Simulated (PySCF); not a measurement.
A structure optimised at PBE-D3(BJ)/def2-SVP, used in a PySCF frequency run:

```xyz
8

B     -0.0093    -1.0552     0.0000
F     -1.1815    -1.7216     0.0000
Ge     0.0147     1.0244     0.0000
H     -0.7241     1.5824     1.2470
H     -0.7241     1.5824    -1.2470
H      1.4580     1.5891     0.0000
O      1.1509    -1.7553     0.0000
H      0.9921    -2.7219     0.0000
```
Charge 0, spin multiplicity 1.

Write its SMILES, formula and point group.

O[B](F)[GeH3], BFGeH4O, Cs

What are its rotational constants (standard atomic weights)?

9.2108, 2.3832, 1.9389 GHz
